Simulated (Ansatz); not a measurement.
Single points on HAu₂⁻.

```yaml
crystal:
  periodic: [false, false, false]
  atoms:
    - {symbol: Au, position_ang: [-0.171469, 0.369114, 0.423833]}
    - {symbol: Au, position_ang: [0.929378, -1.940370, -0.021459]}
    - {symbol: H, position_ang: [-0.757909, 1.571257, -0.402374]}
basis:
  gaussian: {orbitals: def2-TZVP, initial_orbitals: start.molden}
total_charge: -1
hamiltonian: {xc: {name: LC-wPBE, parameters: {omega: 0.15/bohr}}}
scf: {omitted_lower_state_checks: [starts]}
output: {orbitals: {seedname: orbitals}}
```

The file start.molden holds the orbitals of an earlier run on this structure, at another level or in another basis.

```sh
$ ansatz run in.yaml --threads 4 --pin off --events-out ev --progress --plain --max-ram 3916MiB
```

Shortened log:

```
Functional definition: LC-wPBE
760 factors; their error is unknown
85 factors; integrals over basis functions are off by at most 6.6e-5 eV
mean field evaluation 1: about -7408.0957 eV, gradient 2.3e1 eV
mean field evaluation 2: about -7408.2525 eV, gradient 2.5e-1 eV
mean field evaluation 4: about -7408.2425 eV, gradient 9.1e-2 eV
mean field -7408.24247421 eV, -272.2478894402 hartree, gradient 5.5e-5 eV, S^2 0.000000; 0 other end points of the search recorded, 0 dependent functions left out
reference -7408.24247424 eV, -272.2478894414 hartree; 20, 20 occupied and 66, 66 virtual orbitals, 760 factors
Total energy: -7408.24247424 eV, -272.2478894414 hartree
Checks for a lower state left out: starts
```

Hardware: 4 threads of Arm Neoverse V1 on a shared host. Wall time 0.8 s.

Geometry: PBE-D4/def2-TZVP, that of the neutral doublet.

In the def2 sets Au takes a core potential; there is no spin–orbit coupling. The structure comes from a short search, and lower isomers may exist.
